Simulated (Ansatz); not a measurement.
Reaction (formal exchange of groups at the Sn–C bond): `[SnH3]/[CH]=[C]1\[CH2][AlH]1` + `CC(F)Cl` → `C[C](F)(Cl)[SnH3]` + `C=[C]1[CH2][AlH]1`

Calculated with Ansatz (gas phase, PBE0-D4/def2-TZVP geometries, no zero-point term in ΔE). CCSD(T)/CBS adds triple-zeta CCSD(T) − MP2 to the extrapolated MP2 energy (def2 sets, frozen cores). Functionals use def2-TZVPP. B3LYP here is the variant with VWN-RPA as its local correlation; programs differ in this. def2 core potentials past Kr. For Sn outer-core shells are correlated without core-valence functions, which leaves a few kJ/mol of doubt a bond.

`[SnH3]/[CH]=[C]1\[CH2][AlH]1`:

Cartesian coordinates in Å:
```
Sn -0.914 -0.079 1.943
C 0.785 -0.512 0.724
C 0.871 -0.093 -0.532
C -0.188 0.584 -1.421
Al 1.273 -0.238 -2.370
H -0.656 -0.690 3.520
H -1.180 1.607 2.035
H -2.329 -0.802 1.307
H 1.602 -1.081 1.163
H -0.096 1.677 -1.421
H -1.231 0.290 -1.284
H 2.064 -0.662 -3.664
```

`CC(F)Cl`:

```xyz
8

C     0.593   -0.458    0.300
C    -0.485    0.477   -0.158
F    -1.637    0.236    0.529
Cl   -0.815    0.275   -1.899
H     1.520   -0.256   -0.236
H     0.761   -0.314    1.370
H     0.294   -1.491    0.119
H    -0.231    1.529   -0.024
```

`C[C](F)(Cl)[SnH3]`:

Cartesian coordinates in Å:
```
C -1.513 -0.170 0.065
C -0.112 -0.552 0.451
F -0.008 -0.511 1.823
Cl 0.204 -2.247 -0.050
Sn 1.476 0.697 -0.399
H -2.229 -0.850 0.535
H -1.638 -0.218 -1.016
H -1.720 0.849 0.402
H 1.208 2.304 0.112
H 1.369 0.590 -2.096
H 2.964 0.108 0.173
```

`C=[C]1[CH2][AlH]1`:

Cartesian coordinates in Å:
```
C -0.732 0.300 -1.426
C -0.368 0.173 -0.156
C 1.043 0.081 0.454
Al -0.381 -0.616 1.547
H -0.006 0.487 -2.218
H -1.772 0.228 -1.729
H 1.393 1.045 0.841
H 1.826 -0.398 -0.135
H -1.003 -1.301 2.822
```

Q: Is it downhill or uphill in electronic energy at CCSD(T)/CBS, and by how much? (An estimate is asked.)

A: Computed: Uphill: ΔE = +0.31 eV.

Q: What do these levels give: ωB97X-V, PBE, PBE0, B3LYP, MP2/def2-QZVPP, MP2/CBS(def2)? (Estimate.)

A: Ansatz gave: ωB97X-V 0.29, PBE 0.28, PBE0 0.32, B3LYP 0.30, MP2/def2-QZVPP 0.35, MP2/CBS(def2) 0.34 eV.

Largest T1 diagnostic among the species: 0.014.

From PBE to PBE0 (25 % exact exchange), in def2-TZVPP and without D4, ΔE moves by +0.04 eV.
